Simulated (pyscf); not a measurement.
# O=Nb(=O)–Cl, singlet

Gas-phase minimum from PySCF at ωB97X-D3(BJ)/def2-SVP, one conformer. 

```xyz
4

O      1.8230    -0.3241    -0.9895
Nb     0.1778     0.0125    -1.2110
O     -0.0507     1.6552    -0.8665
Cl    -1.3449    -1.4893    -0.2636
```

Bond lengths (Å): O1–Nb2 1.694, Nb2–O3 1.694, Nb2–Cl4 2.339. Bond angles (°): O1–Nb2–O3 107.3, O1–Nb2–Cl4 116.9, O3–Nb2–Cl4 116.9.

Properties at ωB97X-D3(BJ)/def2-SVP:

```
Quantity                                                                                                                                             Value
---------------------------------------------------------------------------------------------------------------------  -----------------------------------
Harmonic wavenumbers, unscaled                                                                                         123, 161, 326, 438, 1023, 1068 cm⁻¹
Zero-point energy                                                                                                                             4.5 kcal/mol
Rotational symmetry number                                                                                                                               1
Entropy of this conformer at 298 K and 1 atm, rigid rotor and harmonic oscillator, modes under 100 cm⁻¹ raised to 100                      316.1 J/(mol K)
Dipole moment                                                                                                                                       4.22 D
```

Single-point totals, which compare only within one level (frozen core for MP2 and CC):

```json
[
 {"level": "ωB97X-D3(BJ)/def2-TZVP", "total energy (hartree)": "-667.88788"},
 {"level": "PBE/def2-TZVP", "total energy (hartree)": "-667.55850"},
 {"level": "r²SCAN/def2-TZVP", "total energy (hartree)": "-667.79567"},
 {"level": "B3LYP-D3(BJ)/def2-TZVP", "total energy (hartree)": "-667.89388"},
 {"level": "PBE0-D3(BJ)/def2-TZVP", "total energy (hartree)": "-667.53252"},
 {"level": "M06-2X/def2-TZVP", "total energy (hartree)": "-667.66093"},
 {"level": "ωB97M-D3(BJ)/def2-TZVP", "total energy (hartree)": "-667.88628"},
 {"level": "HF/def2-TZVPP", "total energy (hartree)": "-665.78765"},
 {"level": "MP2/def2-TZVPP", "total energy (hartree)": "-666.93998"},
 {"level": "CCSD/def2-TZVPP", "total energy (hartree)": "-666.89124"},
 {"level": "CCSD(T)/def2-TZVPP", "total energy (hartree)": "-666.95844"}
]
```

The CCSD(T) − MP2 part came from Ansatz, without density fitting, on the same reference. The frozen core leaves the outer d or s,p core shells of the metals and heavy elements correlated in the MP2 and CC values, and def2-TZVPP describes them poorly, so these totals are far from the basis limit. Elements past Kr carry the def2 core potentials, without spin-orbit coupling.
